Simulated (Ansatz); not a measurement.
Start from `[Cl][SnH2][SeH]` and change one atom or group to get `[NH2][SnH2][Cl]`.

Ansatz, PBE0-D4/def2-TZVP geometries, multiplicity 1. Each molecule was computed in one conformer, which needn't be the lowest.

Elements past krypton have def2 core potentials. Scalar relativity is left out up to krypton. Spin–orbit coupling is left out; it splits and shifts lone-pair levels of the heavy atoms by tenths of an eV.

```json
{"property": "HOMO–LUMO gap (PBE0/def2-TZVPP) / eV", "`[Cl][SnH2][SeH]`": "6.07"}
{"property": "HOMO energy (ωB97M-V/def2-TZVPP) / eV", "`[Cl][SnH2][SeH]`": "-9.56"}
{"property": "size of the dipole moment (B3LYP/def2-TZVPP) / D", "`[Cl][SnH2][SeH]`": "2.11"}
{"property": "HOMO energy (B3LYP/def2-TZVPP) / eV", "`[Cl][SnH2][SeH]`": "-7.16"}
{"property": "HOMO energy (PBE/def2-TZVPP) / eV", "`[Cl][SnH2][SeH]`": "-6.26"}
{"property": "HOMO–LUMO gap (ωB97M-V/def2-TZVPP) / eV", "`[Cl][SnH2][SeH]`": "10.07"}
```

Problem. Give the same properties after the change, and the shifts. (Estimate.)

Solution. Ansatz gave: 
| property | `[NH2][SnH2][Cl]` | shift |
| --- | --- | --- |
| HOMO–LUMO gap (PBE0/def2-TZVPP) / eV | 7.23 | 1.16 |
| HOMO energy (ωB97M-V/def2-TZVPP) / eV | -10.12 | -0.56 |
| size of the dipole moment (B3LYP/def2-TZVPP) / D | 1.77 | -0.34 |
| HOMO energy (B3LYP/def2-TZVPP) / eV | -7.53 | -0.37 |
| HOMO energy (PBE/def2-TZVPP) / eV | -6.38 | -0.12 |
| HOMO–LUMO gap (ωB97M-V/def2-TZVPP) / eV | 11.27 | 1.20 |

With PBE0 the HOMO falls by 0.38 eV and the LUMO rises by 0.78 eV, so the gap widens by about 1.16 eV. PBE moves the HOMO by -0.12 eV and ωB97M-V by -0.56 eV. Dipoles are sizes alone; their direction can turn.

B3LYP here is the variant with VWN-RPA as its local correlation; programs differ in this.
